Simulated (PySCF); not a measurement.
# Radial density of Ni (nickel, neutral)

UHF, [Ar] 3d8 4s2, high-spin 3F determinant. All numbers are calculated (PySCF 2.14, scalar relativity by spin-free X2C-1e, in x2c-TZVPPall with one added diffuse shell each of s, p, d, f type (7s6p5d3f1g, 80 functions)).

```
r (bohr)  4πr²ρ (e/bohr)  4πr²(ρα − ρβ)
0.000899          0.2186         0.0000
 0.00151          0.5503         0.0000
 0.00254           1.373         0.0001
 0.00428           3.314         0.0001
 0.00719           7.516         0.0003
  0.0121           15.35         0.0006
  0.0203           26.36         0.0011
  0.0342           33.91         0.0015
  0.0576           30.00         0.0034
  0.0968           27.85         0.0218
   0.163           38.32         0.1425
   0.274           24.98         0.6908
   0.461           17.05         1.8249
   0.775           18.38         1.9739
    1.30           5.553         0.7991
    2.19           1.340         0.1170
    3.69          0.4575        -0.0084
    6.20         0.04612        -0.0056
    10.4       0.0002045         0.0000
```

Densities and radii are taken from the X2C orbitals without a picture-change correction, which distorts them close to the nucleus.

Question: Where is the radial spin density 4πr²(ρα − ρβ) most negative, and why is it negative at all?

Answer: Around r = 3.69 bohr, down to -0.0084 e/bohr: exchange with the open shell polarises the paired shells in an unrestricted calculation.
